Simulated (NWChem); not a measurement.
System meant: iodobenzene (C$_{6}$H$_{5}$I); SMILES Ic1ccccc1

Here is an NWChem input.

```
start job
memory heap 200 mb stack 900 mb global 1100 mb
geometry units angstroms noautoz
  I      0.000000     0.000000    -1.550554
  C      0.000000     0.000000     0.554431
  C      0.000000    -1.213817     1.241688
  C      0.000000    -1.205609     2.636428
  C      0.000000     0.000000     3.336131
  C      0.000000     1.205609     2.636428
  C      0.000000     1.213817     1.241688
  H      0.000000    -2.159079     0.695831
  H      0.000000    -2.155347     3.177132
  H      0.000000     0.000000     4.428516
  H      0.000000     2.155347     3.177132
  H      0.000000     2.159079     0.695831
end
basis spherical
  * library def2-svp
end
ecp
  I library def2-ecp
end
dft
  odft
  mult 2
  xc xpbe96 cpbe96
  iterations 150
  mulliken
end
task dft energy
```

End of the output:

```
 Summary of "ao basis" -> "" (spherical)
 ------------------------------------------------------------------------------
       Tag                 Description            Shells   Functions and Types
 ---------------- ------------------------------  ------  ---------------------
 *                          def2-svp                  on all atoms

 Summary of "ao basis" -> "ao basis" (spherical)
 ------------------------------------------------------------------------------
       Tag                 Description            Shells   Functions and Types
 ---------------- ------------------------------  ------  ---------------------
 I                          def2-svp                10       26   4s4p2d
 C                          def2-svp                 6       14   3s2p1d
 H                          def2-svp                 3        5   2s1p

 Summary of "ao basis" -> "ao basis" (spherical)
 ------------------------------------------------------------------------------
       Tag                 Description            Shells   Functions and Types
 ---------------- ------------------------------  ------  ---------------------
 I                          def2-svp                10       26   4s4p2d
 C                          def2-svp                 6       14   3s2p1d
 H                          def2-svp                 3        5   2s1p

      Symmetry analysis of basis
      --------------------------

        a1         57
        a2         14
        b1         23
        b2         41

  number of electrons :                   66
  multiplicity        :                    2
 ------------------------------------------------------------------------
  no. of electrons and multiplicity not compatible                  66
 ------------------------------------------------------------------------
 ------------------------------------------------------------------------
  current input line :
    30: task dft energy
 ------------------------------------------------------------------------
 ------------------------------------------------------------------------
 There is an error in the input file
 ------------------------------------------------------------------------
 For more information see the NWChem manual at https://nwchemgit.github.io

0: no. of electrons and multiplicity not compatible:Received an Error in Communication
```

Task: Can this run be used? If not, why, and what is the fix?

Result: The program refused the input. Cause: the multiplicity doesn't fit the number of electrons (an even count wants an odd multiplicity, and the reverse). This input runs:
```
start job
memory heap 200 mb stack 900 mb global 1100 mb
geometry units angstroms noautoz
  I      0.000000     0.000000    -1.550554
  C      0.000000     0.000000     0.554431
  C      0.000000    -1.213817     1.241688
  C      0.000000    -1.205609     2.636428
  C      0.000000     0.000000     3.336131
  C      0.000000     1.205609     2.636428
  C      0.000000     1.213817     1.241688
  H      0.000000    -2.159079     0.695831
  H      0.000000    -2.155347     3.177132
  H      0.000000     0.000000     4.428516
  H      0.000000     2.155347     3.177132
  H      0.000000     2.159079     0.695831
end
basis spherical
  I library def2-svp
  C library def2-svp
  H library def2-svp
end
ecp
  I library def2-ecp
end
dft
  xc xpbe96 cpbe96
  iterations 150
  mulliken
end
task dft energy
```
It converges to -528.86404 Ha (PBE/def2-SVP with def2 effective core potentials on I).
